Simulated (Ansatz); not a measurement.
The cluster CrCl₃⁺, relaxed as a singlet with RKS r2SCAN-D4/def2-SVP in Ansatz, starting from the r2SCAN-D4/def2-SVP geometry of the neutral doublet. Force threshold 0.02 eV/Å.

The structure comes from a short search, and lower isomers may exist.

Start:

| atom | x (Å) | y (Å) | z (Å) |
| --- | --- | --- | --- |
| Cr1 | 0.000 | 0.000 | 0.000 |
| Cl2 | 1.429 | 0.857 | 1.312 |
| Cl3 | -2.056 | 0.474 | 0.215 |
| Cl4 | 0.627 | -1.331 | -1.528 |

(1) Estimate the energy that the relaxation releases and the steps that it takes.

(2) Does the start keep its bonding and symmetry?

(3) Predict the relaxed structure.

Results:

(1) 0.25 eV, in 4 steps; 9.5 s on 2 threads of Intel Xeon 6975P-C on a shared host. No frequencies were taken in this run, so the end may be a saddle point.

(2) By distances, no bond broke or formed. The bond that changes most is Cr1–Cl2, from 2.12 to 2.03 Å (atoms count from 1). Point group D3h at the start, D3h at the end, both within 0.05 Å.

(3) 
```tsv
atom	x (Å)	y (Å)	z (Å)
Cr1	0.000	0.000	0.000
Cl2	1.365	0.818	1.253
Cl3	-1.963	0.453	0.206
Cl4	0.599	-1.271	-1.459
```
Bond lengths: 3 × Cl–Cr 2.03 Å.
